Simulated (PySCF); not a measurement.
Compound: n-propyl bromide, C3H7Br.
Z-matrix (Å and degrees, PBE0-D3(BJ)/def2-TZVP geometry), rows numbered from 1:
```
C 
C   1  1.5166
C   2  1.5096  1  114.23
Br  3  1.9523  2  112.45  1    65.44
H   1  1.0916  2  110.99  3   -62.60
H   1  1.0935  2  111.08  3    57.28
H   1  1.0914  2  110.92  3   177.23
H   2  1.0939  1  110.39  3   123.47
H   2  1.0974  1  109.79  3  -119.59
H   3  1.0879  2  112.10  1  -176.44
H   3  1.0894  2  112.13  1   -53.02
```

Theory: PBE0-D3(BJ)/def2-TZVP geometry optimisation, gas phase (PySCF 2.14.0).

Take the most abundant isotopes and a rigid rotor. The values belong to one conformer with, in the numbering `[CH3:1][CH2:2][CH2:3][Br:4]`, C1–C2–C3–Br4 65°.

What are A, B and C (MHz)?

Ia = 45.22, Ib = 221.35, Ic = 248.75 u·Å²; 505379 MHz·u·Å²/I gives A = 11177, B = 2283, C = 2032 MHz.

What kind of rotor is it?

A near-prolate asymmetric top. Ray's parameter κ = (2B − A − C)/(A − C) = -0.945; −1 is the prolate and +1 the oblate limit.

Is it planar, by Δ = Ic − Ia − Ib?

Not planar: Δ = Ic − Ia − Ib = -17.82 u·Å². For a rigid frame Δ = −2 Σ m c², so Σ m c² = 8.91 u·Å² lies off the ab plane: 5.77 from hydrogen and 3.14 from heavier atoms. The atom farthest from that plane is 1.45 Å away.

List the rotational levels J(Ka,Kc) to J = 3 (MHz).

Above 0(0,0):
J = 1: 1(0,1) 4315, 1(1,1) 13209, 1(1,0) 13460
J = 2: 2(0,2) 12939, 2(1,2) 21587, 2(1,1) 22342, 2(2,1) 49024, 2(2,0) 49029
J = 3: 3(0,3) 25863, 3(1,3) 34152, 3(1,2) 35660, 3(2,2) 61969, 3(2,1) 61995, 3(3,1) 107071, 3(3,0) 107071
Those of J = 1 are B + C, A + C and A + B.

Predict some low-J microwave lines.

The dipole components are |μa| = 1.90 D, |μb| = 1.04 D, |μc| = 0.21 D. Intensities carry the squares of the components, which stand as 1.00 : 0.30 : 0.01 (a : b : c). Some lines, for components of 0.1 D or more:

```tsv
type	branch	J(Ka,Kc)	MHz	lower level (cm⁻¹)
a	Q	3(1,2) ← 3(1,3)	1509	1.139
b	R	3(0,3) ← 2(1,2)	4276	0.720
a	R	1(0,1) ← 0(0,0)	4315	0.000
a	R	2(0,2) ← 1(0,1)	8625	0.144
a	R	3(2,1) ← 2(2,0)	12966	1.635
c	R	1(1,0) ← 0(0,0)	13460	0.000
c	R	2(1,1) ← 1(0,1)	18027	0.144
b	R	3(1,3) ← 2(0,2)	21212	0.432
c	R	3(1,2) ← 2(0,2)	22721	0.432
c	Q	3(2,2) ← 3(1,2)	26308	1.190
c	Q	2(2,1) ← 2(1,1)	26682	0.745
b	Q	2(2,1) ← 2(1,2)	27437	0.720
b	Q	3(2,2) ← 3(1,3)	27817	1.139
b	R	2(2,0) ← 1(1,1)	35820	0.441
c	Q	3(3,1) ← 3(2,1)	45076	2.068
b	Q	3(3,1) ← 3(2,2)	45102	2.067
b	R	3(3,1) ← 2(2,0)	58042	1.635
c	R	3(3,0) ← 2(2,0)	58042	1.635
b	R	3(3,0) ← 2(2,1)	58047	1.635
```

Estimate the classical rotational partition function at 10 K, 100 K and 298.15 K.

Point group C1, symmetry number σ = 1; q = (√π/σ)·√((kT/h)³/(ABC)), k/h = 20836.6 MHz/K: 740 at 10 K, 23400 at 100 K, 121000 at 298.15 K.

No frequency check. Constants of a rigid frame at the computed geometry: no zero-point averaging, no centrifugal distortion. A rigid rotor knows nothing of internal rotation, which can split or shift real lines. Quadrupole hyperfine structure (79Br) is left out.
